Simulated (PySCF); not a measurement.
Simulated C 1s region for `C=CB1C=CC=CC=C1`, binding energy against the vacuum level.

Every computed line was given a Gaussian of 0.8 eV full width at half maximum and an area set by the number of equivalent atoms; the highest printed point is 100. Method: PySCF, delta-SCF UKS SCAN, pcX-2 on the ionised atom, pcseg-1 elsewhere, spin-free X2C.

| binding energy (eV) | intensity |
| --- | --- |
| 288.3 | 0 |
| 288.4 | 1 |
| 288.5 | 2 |
| 288.6 | 4 |
| 288.7 | 8 |
| 288.8 | 14 |
| 288.9 | 24 |
| 289.0 | 36 |
| 289.1 | 52 |
| 289.2 | 68 |
| 289.3 | 82 |
| 289.4 | 91 |
| 289.5 | 95 |
| 289.6 | 94 |
| 289.7 | 88 |
| 289.8 | 82 |
| 289.9 | 79 |
| 290.0 | 80 |
| 290.1 | 85 |
| 290.2 | 92 |
| 290.3 | 98 |
| 290.4 | 100 |
| 290.5 | 95 |
| 290.6 | 84 |
| 290.7 | 69 |
| 290.8 | 51 |
| 290.9 | 35 |
| 291.0 | 23 |
| 291.1 | 13 |
| 291.2 | 7 |
| 291.3 | 3 |
| 291.4 | 2 |
| 291.5 | 1 |
| 291.6 | 0 |

**Question.** How many maxima does the curve show, and how many computed lines lie under it?

**Answer.** The curve has 2 maxima (at 289.5 and 290.4 eV). Under it lie 5 lines from 5 inequivalent carbon sites. At this width some lines have no maximum of their own.

**Question.** Decompose the envelope and assign each component. Numbering: `[CH2:1]=[CH:2][B:3]1[CH:4]=[CH:5][CH:6]=[CH:7][CH:8]=[CH:9]1`.

**Answer.** 
```tsv
position (eV)	relative area	line	atoms	environment
289.42	2	C 1s	C4/C9	unsaturated ring CH carbon
289.45	1	C 1s	C2	alkene CH carbon
289.67	1	C 1s	C1	terminal =CH2 carbon
290.37	2	C 1s	C6/C7	unsaturated ring CH carbon
290.46	2	C 1s	C5/C8	unsaturated ring CH carbon
```

The listed C 1s values span 1.04 eV, from C4/C9 (bonded to C (double bond), H and B) to C5/C8 (bonded to C (double bond), C and H). The widest gap between neighbouring values is 0.70 eV, between 289.67 and 290.37 eV. Summing the Pauling electronegativity differences to the bonded atoms, each weighted by its formal bond order, gives -0.86 for the lowest site and -0.35 for the highest; no listed site has a larger sum than the highest. The values 289.42 and 289.45 eV lie too close for their order to be trusted.

The curve has no shake-up lines and no vibrational structure. Topologically equivalent atoms share the value of their first member; where this conformer doesn't relate them by symmetry, their own values could differ. The unrestricted hole states depart most from a pure doublet (⟨S²⟩ = 0.75; over 0.85 named) for C 1s of C2 (0.87), C 1s of C4/C9 (0.86), C 1s of C5/C8 (0.90) and C 1s of C6/C7 (0.88), which makes these values less certain. The structure is a single PBE0-D3(BJ)/def2-SVP conformer in the gas phase; no vibrational or solvent corrections.

On Arm Neoverse V1, one thread, no GPU, shared host with 32 logical CPUs at a one-minute load of 14, this took 3.3 min and 0.76 GiB of memory at its peak.

Conformer computed: `[CH2:1]=[CH:2][B:3]1[CH:4]=[CH:5][CH:6]=[CH:7][CH:8]=[CH:9]1`: C1–C2–B3–C4 11°.
